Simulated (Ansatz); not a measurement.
CH7FSi2, SMILES `F[SiH2]C[SiH3]`. Total charge 0; spin multiplicity 1. Geometry: relaxed with PBE0-D4/def2-TZVP. It is one conformer, not always the lowest.

```xyz
11

F    -2.191   -1.739    0.837
Si   -1.152   -0.522    0.937
C    -0.055   -0.506   -0.556
Si    1.215    0.874   -0.584
H    -1.945    0.729    1.028
H    -0.360   -0.718    2.177
H     0.473   -1.464   -0.617
H    -0.679   -0.420   -1.452
H     2.040    0.796   -1.818
H     2.114    0.772    0.596
H     0.539    2.198   -0.547
```

**Question.** What is the dipole moment at PBE/def2-TZVPP? (Best estimate.)

**Answer.** Ansatz gave: 1.14 D, with components (0.82, 0.33, -0.72) D in this frame, pointing from negative to positive charge.

**Question.** And with r2SCAN, B3LYP, ωB97M-V? (Best estimate.)

**Answer.** Ansatz gave: r2SCAN 1.16 D, B3LYP 1.20 D, ωB97M-V 1.18 D.

**Question.** Give the Mulliken charges with PBE, r2SCAN, ωB97M-V in def2-TZVPP. (Estimate.)

**Answer.** The calculation gave: 
| atom | PBE | r2SCAN | ωB97M-V |
| --- | --- | --- | --- |
| F1 | -0.29 | -0.33 | -0.32 |
| Si2 | 0.48 | 0.58 | 0.49 |
| C3 | -0.28 | -0.31 | -0.42 |
| Si4 | 0.17 | 0.26 | 0.15 |
| H5 | -0.08 | -0.09 | -0.05 |
| H6 | -0.08 | -0.09 | -0.05 |
| H7 | 0.11 | 0.09 | 0.13 |
| H8 | 0.11 | 0.09 | 0.13 |
| H9 | -0.05 | -0.07 | -0.02 |
| H10 | -0.05 | -0.07 | -0.02 |
| H11 | -0.05 | -0.07 | -0.02 |

B3LYP here is the variant with VWN-RPA as its local correlation; programs differ in this.
